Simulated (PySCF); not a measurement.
# 1-chloro-3-pentanone, C5H9ClO

Geometry:
```tsv
atom	x (Å)	y (Å)	z (Å)
C1	-2.181	0.020	-0.287
C2	-0.882	-0.500	0.293
C3	0.348	0.145	-0.307
O4	0.275	0.994	-1.165
C5	1.688	-0.325	0.221
C6	2.845	0.381	-0.446
Cl7	4.406	-0.202	0.201
H8	-2.223	-0.152	-1.372
H9	-2.275	1.104	-0.130
H10	-3.046	-0.474	0.177
H11	-0.784	-1.592	0.158
H12	-0.835	-0.349	1.387
H13	1.766	-1.417	0.080
H14	1.718	-0.171	1.314
H15	2.847	0.207	-1.529
H16	2.799	1.465	-0.282
```

The calculation used PySCF 2.14.0, quadratic response CAM-B3LYP/aug-cc-pVDZ first hyperpolarisability, Taylor convention, gas phase. Geometry: PBE0-D3(BJ)/def2-SVP.

Problem. Give the tensor of the second harmonic β(−2ω;ω,ω) at 1907 nm in the axes of these coordinates.

Solution. In au, Taylor convention; rows are the first index (the induced dipole):
```tsv
	xx	yy	zz	xy	xz	yz
x	-33.3	+4.9	+6.2	-3.0	+1.7	-4.9
y	-2.9	+39.3	+13.6	+4.9	-4.9	-13.7
z	+1.7	-13.8	-39.1	-4.9	+6.2	+13.5
```
Norm of βᵢ = ⅓ Σⱼ (βᵢⱼⱼ + βⱼᵢⱼ + βⱼⱼᵢ): 74.8 au, hyper-Rayleigh value 31.1 au.
